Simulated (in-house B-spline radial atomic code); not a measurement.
Configurations of neutral selenium, with energies counted from [Ar] 3d10 4s2 4p4. Method: non-relativistic r2SCAN0, spin-polarised, spherical fractional occupations, exact exchange averaged over the configuration, point nucleus. Calculated with a B-spline radial code for spherical atoms. Shells without spins written out take the highest spin.

Occupations are held fixed; configurations that lie above the ionisation limit could autoionise.

```csv
configuration,E - E(ref) (eV),highest orbital,its <r> (bohr)
[Ar] 3d10 4s2 4p3 5s1,5.7745,5s up,5.889
[Ar] 3d10 4s2 4p3 4d1,7.4973,4d up,7.541
[Ar] 3d10 4s2 4p3 5d1,8.2281,5d up,15.52
[Ar] 3d10 4s1 4p5,10.547,4p down,2.376
[Ar] 3d10 4s1 4p4 5s1,16.521,5s up,5.776
```

Task: Order these further configurations by energy, lowest first.
A. [Ar] 3d10 4s2 4p3 5p1
B. [Ar] 3d9 4s2 4p4 5s1
C. [Ar] 3d10 4s1 4p4 4f1
D. [Ar] 3d9 4s2 4p4 4f1
E. [Ar] 3d10 4s1 4p4 5d1

Result: A (6.9941 eV), E (19.046 eV), C (19.325 eV), B (61.828 eV), D (64.671 eV).
